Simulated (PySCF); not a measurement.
# Shifts of the heteroatoms

Geometry:
| atom | x (Å) | y (Å) | z (Å) |
| --- | --- | --- | --- |
| C1 | -1.817 | 0.739 | 1.297 |
| Si2 | -0.634 | 0.037 | -0.032 |
| C3 | -1.743 | -0.534 | -1.482 |
| Si4 | 1.168 | 1.466 | -0.638 |
| Si5 | 2.688 | -0.154 | 0.138 |
| Si6 | 0.922 | -1.583 | 0.750 |
| H7 | -2.523 | -0.010 | 1.648 |
| H8 | -1.255 | 1.087 | 2.159 |
| H9 | -2.392 | 1.581 | 0.922 |
| H10 | -1.137 | -0.947 | -2.283 |
| H11 | -2.448 | -1.302 | -1.176 |
| H12 | -2.318 | 0.288 | -1.900 |
| H13 | 1.282 | 1.820 | -2.061 |
| H14 | 1.238 | 2.778 | 0.022 |
| H15 | 3.624 | -0.685 | -0.862 |
| H16 | 3.584 | 0.267 | 1.223 |
| H17 | 0.852 | -1.943 | 2.174 |
| H18 | 0.902 | -2.896 | 0.089 |

One averaged value for each set of equivalent atoms, single conformer, no relativistic terms, in vacuum. Shielding tensors at PBE0/pcSseg-1 (GIAO); GFN2-xTB structure; PySCF.

Predict the $^{29}$Si NMR data.

Results:


```tsv
atoms	environment	σ (ppm)	δ (ppm)
Si2	silicon bonded to 2 C, 2 Si, in a 4-membered ring	353.2	-10.4
Si4/Si6	silicon bonded to 2 Si, 2 H, in a 4-membered ring	439.0	-80.9
Si5	silicon bonded to 2 Si, 2 H, in a 4-membered ring	460.0	-98.2
```

Shieldings were converted by a linear fit to measured shifts: $^{29}$Si (scatter 8.9 ppm rms, 25.8 ppm with the 6 outliers that the fit left out vs TMS, solution or neat liquid). A few per cent of atoms miss by over 2 rms, more outside the fitted compound classes.

On a 500 MHz spectrometer $^{29}$Si resonates near 99.3 MHz, so 1 ppm is 99.3 Hz.
